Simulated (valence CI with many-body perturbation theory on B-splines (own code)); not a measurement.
The numbers below are computed, except where a source is named.
**Basis-set convergence for Ce²⁶⁺**

Level of theory: relativistic CI+MBPT: four valence electrons over a frozen Dirac-Fock core [Ar] 3d10, radial functions for each j: 9 s, 9 p, 8 d, 6 f, 3 g, 1 h, with the one-electron correlation potential Σ1, the two-electron term Σ2, the three-electron term Σ3, Breit, model QED; selected CI, second order for the rest, scaled by the run's own slope (own B-spline code, finite nucleus).

No measured spectrum was set against this ion. As an estimate, large intervals hold to a few tenths of a per cent, small ones and those within an open d or f shell to about a per cent.

The reference run has the lowest level (4s^2 4p1/2^2) J=0 and an ionisation energy of 926.061 eV. Its largest variational space holds 19998 state functions.

Levels are named by their leading jj configuration (3d3/2^4 stands for four electrons in 3d with j = 3/2), which in mixed levels can hold well under half, so a name can repeat and another be missing. Letters in brackets count levels of one name in rising energy.

Changed runs:
A. basis 6 s, 6 p, 5 d, 3 f, 1 g
B. basis 5 s, 5 p, 4 d, 2 f

Excitation energies of the reference run in cm⁻¹, and shifts in cm⁻¹:

```csv
Level,Reference,A,B
(4s^2 4p1/2 4p3/2) J=1,178619,-83,-285
(4s^2 4p1/2 4p3/2) J=2,201553,+12,+133
(4s^2 4p3/2^2) J=2,397568,-36,+3.4
(4s^2 4p3/2^2) J=0,450303,+86,+564
(4s 4p1/2^2 4p3/2) J=2,643508,-166,-570
(4s 4p1/2^2 4p3/2) J=1,724640,+10,+169
(4s 4p1/2 4p3/2^2) J=2 [a],812504,-179,-562
(4s 4p1/2 4p3/2^2) J=3,855237,-88,-198
(4s 4p1/2 4p3/2^2) J=0,902336,+5.0,+221
(4s 4p1/2 4p3/2^2) J=2 [b],918590,-43,-15
(4s 4p1/2 4p3/2^2) J=1 [a],922911,-12,+141
(4s 4p1/2 4p3/2^2) J=1 [b],967098,+100,+585
Ionisation energy (eV),926.061,-0.034,-0.127
```
